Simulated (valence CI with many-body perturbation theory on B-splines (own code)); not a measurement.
Ba⁵⁰⁺: E2, E3, M2 decay

Calculated by configuration interaction combined with many-body perturbation theory (CI+MBPT): four valence electrons over a frozen Dirac-Fock core [He], radial functions for each j: 11 s, 11 p, 10 d, 8 f, 5 g, 2 h, with the one-electron correlation potential Σ1 (screened to all orders), the two-electron term Σ2, the three-electron term Σ3, Breit, model QED; selected single and double excitations, second order for the rest, scaled by the run's own slope (own B-spline code, finite nucleus).

The last digits are not significant, and no measured levels were compared; by estimate large intervals hold to a few tenths of a per cent, small ones and those within an open d or f shell to about a per cent. Among the levels kept, up to 910 cm⁻¹ of a level comes from second order outside the variational space, and about a tenth of that is noise between levels of different J, which matters for small intervals.

Lines 51 to 76 of 76 in falling wavelength, among levels below 511.79 Ry, chosen from the decays that carry over 1 % of a level's rate. Wavelengths and rates use the calculated energies. Electric multipoles are in the length gauge, E1 and E2 with the static RPA response of the core. S is in atomic units (e²a₀⁴ for E2 and M2, e²a₀⁶ for E3), for M1 in squared Bohr magnetons. Weak lines are less certain than strong ones. Lines between different terms over intervals too small for the method are left out, as are lines whose strength nearly cancels. The highest levels of a list are the least certain.

Levels are named by their leading jj configuration (3d3/2^4 stands for four electrons in 3d with j = 3/2), which in mixed levels can hold well under half, so a name can repeat and another be missing. Letters in brackets count levels of one name in rising energy.

```csv
λ vac (Å),Upper,Lower,Type,A (s⁻¹),S (a.u.)
2.155,(2s^2 2p3/2 3d5/2) J=4,(2s^2 2p1/2 2p3/2) J=2,M2,3.10e+09,1.16e-06
2.155,(2s^2 2p3/2 3d5/2) J=4,(2s^2 2p1/2 2p3/2) J=2,E3,3.95e+08,2.44e-06
2.149,(2s^2 2p3/2 3d5/2) J=4,(2s^2 2p1/2 2p3/2) J=1,E3,6.50e+08,3.93e-06
2.111,(2p1/2 2p3/2^2 3d3/2) J=4,(2s 2p1/2 2p3/2^2) J=2 [b],E2,7.15e+11,2.41e-04
2.110,(2p1/2^2 2p3/2 3d3/2) J=2,(2s 2p1/2^2 2p3/2) J=1,E2,5.51e+11,1.03e-04
2.108,(2p1/2 2p3/2^2 3d5/2) J=4,(2s 2p1/2 2p3/2^2) J=2 [b],E2,1.71e+11,5.72e-05
2.107,(2p1/2^2 2p3/2 3d3/2) J=3,(2s 2p1/2^2 2p3/2) J=1,E2,5.21e+11,1.35e-04
2.107,(2s 2p1/2 2p3/2 3d3/2) J=4,(2s^2 2p1/2 2p3/2) J=2,E2,5.89e+11,1.97e-04
2.103,(2p1/2 2p3/2^2 3d5/2) J=3,(2s 2p1/2 2p3/2^2) J=1 [a],E2,6.44e+11,1.66e-04
2.098,(2s 2p3/2^2 3d5/2) J=4 [a],(2s^2 2p3/2^2) J=2,E2,1.01e+12,3.29e-04
2.088,(2p1/2 2p3/2^2 3d3/2) J=4,(2s 2p1/2 2p3/2^2) J=3,E2,5.62e+11,1.79e-04
2.087,(2p1/2^2 2p3/2 3d3/2) J=2,(2s 2p1/2^2 2p3/2) J=2,E2,7.90e+11,1.40e-04
2.085,(2p1/2^2 2p3/2 3d3/2) J=3,(2s 2p1/2^2 2p3/2) J=2,E2,8.38e+11,2.06e-04
2.084,(2p1/2^2 2p3/2 3d3/2) J=1,(2s 2p1/2^2 2p3/2) J=2,E2,1.35e+12,1.43e-04
2.084,(2p1/2^2 2p3/2 3d3/2) J=0,(2s 2p1/2^2 2p3/2) J=2,E2,1.44e+12,5.03e-05
2.082,(2p1/2 2p3/2^2 3d3/2) J=1 [a],(2s 2p1/2 2p3/2^2) J=2 [a],E2,1.14e+12,1.19e-04
2.082,(2p1/2 2p3/2^2 3d3/2) J=2 [a],(2s 2p1/2 2p3/2^2) J=2 [a],E2,1.09e+12,1.91e-04
2.082,(2p1/2 2p3/2^2 3d3/2) J=0,(2s 2p1/2 2p3/2^2) J=2 [a],E2,1.19e+12,4.15e-05
2.081,(2s 2p1/2 2p3/2 3d3/2) J=1 [c],(2s^2 2p1/2 2p3/2) J=1,E2,1.58e+12,1.65e-04
2.080,(2s 2p3/2^2 3d5/2) J=2 [b],(2s^2 2p3/2^2) J=0,E2,1.84e+12,3.19e-04
2.075,(2p1/2 2p3/2^2 3d3/2) J=4,(2s 2p1/2 2p3/2^2) J=2 [a],E2,1.62e+11,5.02e-05
2.075,(2p1/2^2 2p3/2 3d5/2) J=4,(2s 2p1/2^2 2p3/2) J=2,E2,1.45e+12,4.48e-04
2.072,(2p1/2 2p3/2^2 3d5/2) J=4,(2s 2p1/2 2p3/2^2) J=2 [a],E2,1.29e+12,3.95e-04
2.071,(2p1/2 2p3/2^2 3d5/2) J=3,(2s 2p1/2 2p3/2^2) J=2 [a],E2,6.57e+11,1.57e-04
2.070,(2s 2p3/2^2 3d5/2) J=4 [b],(2s^2 2p3/2^2) J=2,E2,1.46e+12,4.47e-04
2.069,(2s 2p3/2^2 3d5/2) J=3 [b],(2s^2 2p3/2^2) J=2,E2,4.12e+11,9.77e-05
```
